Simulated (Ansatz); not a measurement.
Forces on a displaced structure

BNH₄Te (SMILES B[Te]N), closed shell, displaced at random from a GFN2-xTB minimum.

B1  (-0.915, 0.170, -1.190)
Te2  (0.644, 1.099, -0.270)
N3  (1.015, -0.374, 0.941)
H4  (-1.334, -0.924, -0.790)
H5  (-1.597, 0.608, -2.084)
H6  (0.263, -0.509, 1.734)
H7  (1.864, -0.175, 1.505)
(Å)

Program: Ansatz 0.2.0. Basis: def2-TZVPP. Cores are frozen in the correlated methods. Filled d shells of the heavier atoms are correlated. Core potentials replace the inner electrons of the atoms past krypton. The def2 sets are not built for correlating such inner shells, so the correlated values are less sure here.

CCSD(T) forces from the calculation:
```
atom      Fx      Fy  Fz (eV/Å)
  B1  -1.795  -1.303     -0.592
 Te2  -0.120   1.872     -1.055
  N3  -0.391  -2.026      4.350
  H4   0.680   0.765     -0.035
  H5   0.537   0.327      0.215
  H6   1.654   0.508     -2.219
  H7  -0.564  -0.143     -0.662
```

Question: Which atom feels the largest CCSD(T) force, and how large is it?

Answer: N3, 4.81 eV/Å, along (-0.08, -0.42, 0.90).

Root-mean-square difference of the force components from those of CCSD(T): PBE0-D4 0.068; wB97M-V 0.077; r2SCAN-D4 0.039; PBE-D4 0.159; BLYP-D4 0.231; revPBE-D4 0.189 eV/Å.

The T1 diagnostic stays at or below 0.017. These are differences at one structure, and CCSD(T) in triple zeta is itself an approximation.

For scale, one of the runs: CCSD(T)/def2-TZVPP forces, 168 basis functions (an equivalent command: `ansatz run in.yaml --threads 4`). Hardware: 4 CPU threads, shared host. Wall time 3.4 min; peak host memory 3 GiB.
